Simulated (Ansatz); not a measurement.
Reactions of CAlCl2NO (`O=C=[N][Al]([Cl])[Cl]`).

Isolated molecules relaxed with PBE0-D4/def2-TZVP in Ansatz; ΔE leaves out vibrations. CCSD(T)/CBS is the MP2 limit (def2-TZVPP, def2-QZVPP) plus CCSD(T) − MP2 in def2-TZVPP, frozen cores. This one scheme is used for every species, atoms too. DFT in def2-TZVPP. B3LYP here is the variant with VWN-RPA as its local correlation; programs differ in this. No spin–orbit coupling; open shells (•) take unrestricted orbitals. Spin–orbit coupling would lower the free atoms: a little for Al, C, Cl, O. Elements past krypton have def2 core potentials. For Br, I outer-core shells are correlated without core-valence functions, so the limit isn't a true one: a few kJ/mol of doubt a bond, and 10 to 20 or more in all where bonds break to atoms. Scalar relativity is left out up to krypton. Each species was taken in one conformer, which may not be the lowest.

```json
{"reaction": "`O=C=[N][Al]([Cl])[Cl]` + CH₃OH → `C[O][Al]([Cl])[Cl]` + `N=C=O`", "PBE-D4 (kJ/mol)": "2", "HF/CBS(def2) (kJ/mol)": "15", "B3LYP-D4 (kJ/mol)": "4", "ωB97X-V (kJ/mol)": "5", "CCSD(T)/CBS(def2) (kJ/mol)": "6"}
{"reaction": "`O=C=[N][Al]([Cl])[Cl]` + ethylmethylamine → `CC[N](C)[Al]([Cl])[Cl]` + `N=C=O`", "PBE-D4 (kJ/mol)": "38", "HF/CBS(def2) (kJ/mol)": "78", "B3LYP-D4 (kJ/mol)": "45", "ωB97X-V (kJ/mol)": "47", "CCSD(T)/CBS(def2) (kJ/mol)": "45"}
{"reaction": "`O=C=[N][Al]([Cl])[Cl]` + HI → `[Cl][Al]([Cl])[I]` + `N=C=O`", "PBE-D4 (kJ/mol)": "-16", "HF/CBS(def2) (kJ/mol)": "7", "B3LYP-D4 (kJ/mol)": "-3", "ωB97X-V (kJ/mol)": "-5", "CCSD(T)/CBS(def2) (kJ/mol)": "-11"}
{"reaction": "`O=C=[N][Al]([Cl])[Cl]` + `[F][Al]([F])[Br]` → `[Cl][Al]([Cl])[Br]` + `O=C=[N][Al]([F])[F]`", "PBE-D4 (kJ/mol)": "-1", "HF/CBS(def2) (kJ/mol)": "1", "B3LYP-D4 (kJ/mol)": "0", "ωB97X-V (kJ/mol)": "0", "CCSD(T)/CBS(def2) (kJ/mol)": "-1"}
{"reaction": "`O=C=[N][Al]([Cl])[Cl]` + H₂ → `O=C=[N][AlH][Cl]` + HCl", "PBE-D4 (kJ/mol)": "131", "HF/CBS(def2) (kJ/mol)": "125", "B3LYP-D4 (kJ/mol)": "133", "ωB97X-V (kJ/mol)": "131", "CCSD(T)/CBS(def2) (kJ/mol)": "136"}
{"reaction": "`O=C=[N][Al]([Cl])[Cl]` → `[Cl][Al][Cl]`• + `[N]=C=O`•", "PBE-D4 (kJ/mol)": "488", "HF/CBS(def2) (kJ/mol)": "416", "B3LYP-D4 (kJ/mol)": "496", "ωB97X-V (kJ/mol)": "514", "CCSD(T)/CBS(def2) (kJ/mol)": "522"}
{"reaction": "`O=C=[N][Al]([Cl])[Cl]` + H₂O → `[OH][Al]([Cl])[Cl]` + `N=C=O`", "PBE-D4 (kJ/mol)": "0", "HF/CBS(def2) (kJ/mol)": "12", "B3LYP-D4 (kJ/mol)": "3", "ωB97X-V (kJ/mol)": "2", "CCSD(T)/CBS(def2) (kJ/mol)": "6"}
{"reaction": "`O=C=[N][Al]([Cl])[Cl]` → Al• + C• + 2 Cl• + N• + O•", "PBE-D4 (kJ/mol)": "2776", "HF/CBS(def2) (kJ/mol)": "1818", "B3LYP-D4 (kJ/mol)": "2639", "ωB97X-V (kJ/mol)": "2668", "CCSD(T)/CBS(def2) (kJ/mol)": "2646"}
{"reaction": "`O=C=[N][Al]([Cl])[Cl]` + `CO[SiH2]F` → `C[O][Al]([Cl])[Cl]` + `O=C=N[SiH2]F`", "PBE-D4 (kJ/mol)": "15", "HF/CBS(def2) (kJ/mol)": "21", "B3LYP-D4 (kJ/mol)": "16", "ωB97X-V (kJ/mol)": "17", "CCSD(T)/CBS(def2) (kJ/mol)": "18"}
{"reaction": "`O=C=[N][Al]([Cl])[Cl]` + H–F → `O=C=[N][Al]([F])[Cl]` + HCl", "PBE-D4 (kJ/mol)": "-18", "HF/CBS(def2) (kJ/mol)": "-28", "B3LYP-D4 (kJ/mol)": "-24", "ωB97X-V (kJ/mol)": "-22", "CCSD(T)/CBS(def2) (kJ/mol)": "-19"}
```

Largest T1 diagnostic: 0.026, for `[N]=C=O`•, so its coupled-cluster energy is less sure.
